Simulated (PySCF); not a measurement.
Species: C₆H₁₀O.
Numbering: `[CH3:1][O:2][CH:3]1[C:4]([CH3:5])=[C:6]1[CH3:7]`

NICS = −σ at a ghost point: NICS(0) at the centroid of the ring atoms, NICS(1) 1 Å to either side along the normal of their mean plane, zz for the tensor component along that normal. Level: GIAO PBE0/pcSseg-1 (PySCF, non-relativistic, gas phase) on the GFN2-xTB geometry, one conformer.

Ring bond lengths (Å), with Mayer bond orders in brackets: C3–C4 1.491 (0.93), C4–C6 1.307 (1.63), C6–C3 1.501 (0.90).

Problem. What do the NICS probes read (ppm)?

Solution. 
```csv
ring,type,NICS(0),"NICS(1), two faces","NICS(1)zz, two faces",rms pucker (Å),"centre to ring atoms, mean (Å)"
C3–C4–C6,"3-membered carbocycle; formal bonds 1 double, 2 single",-30.5,-7.9 / -11.2,-12.8 / -21.2,0.00,0.83
```

Problem. What do they say, and how far can they be read as aromaticity?

Solution. 
- C3–C4–C6: mean NICS(1)zz -17.0 ppm, shielded. C3 has four or more neighbours; no verdict on aromaticity is drawn. The two faces differ by 8.4 ppm, so no symmetry operation interchanges them. NICS(0) lies 21 ppm below the mean NICS(1).

On one thread of an Arm Neoverse V2, no GPU, on a shared host, this took 18 s wall and 0.76 GiB of memory at its peak. This is the whole shielding run at PBE0/pcSseg-1, SCF included.

Shape of the structure used: `[CH3:1][O:2][CH:3]1[C:4]([CH3:5])=[C:6]1[CH3:7]`: C1–O2–C3–C4 145°.
